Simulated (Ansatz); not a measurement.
`CC(O)Br` + H₂ → `CCBr` + H₂O  (hydrogenolysis of a C–O bond)

Isolated molecules relaxed with PBE0-D4/def2-TZVP in Ansatz; ΔE leaves out vibrations. CBS: MP2 limit from def2 TZ/QZ plus the TZ coupled-cluster correction, frozen cores. This one scheme is used for every species. Functionals use def2-TZVPP. HSE06 is defined as in plane-wave codes. For Br outer-core shells are correlated without core-valence functions, which leaves a few kJ/mol of doubt a bond. Scalar relativity is left out up to krypton. One conformer a species, not always the lowest.

```csv
level,ΔE (kJ/mol)
HSE06-D4,-80.1
ωB97X-V,-79.0
r2SCAN0,-80.3
CAM-B3LYP,-82.4
```

**Question.** What does CCSD(T)/CBS give? (Estimate.)

**Answer.** Computed: -87.3 kJ/mol. The listed levels differ from it by 7.2, 8.3, 7.0, 4.9 kJ/mol.

**Question.** What do rigid-rotor, harmonic-oscillator terms from PBE0-D4/def2-TZVP frequencies (298.15 K, 1 bar) make of the CCSD(T)/CBS value? (An estimate is asked.)

**Answer.** Computed: ΔZPE = +17.3 kJ/mol, ΔH = -71.2 kJ/mol, ΔS = 36 J/(mol·K), ΔG = -81.8 kJ/mol.

Largest T1 diagnostic among the species: 0.009.

From BLYP to BHLYP (50 % exact exchange), in def2-TZVPP and without D4, ΔE moves by −12.5 kJ/mol. At CCSD(T), def2-SVP lies +15.9 kJ/mol from the extrapolated value and def2-TZVPP +2.2 kJ/mol.

CCSD(T)/CBS has its own doubt, a few kJ/mol and more with outer-core shells, so smaller differences from it don't rank the levels.
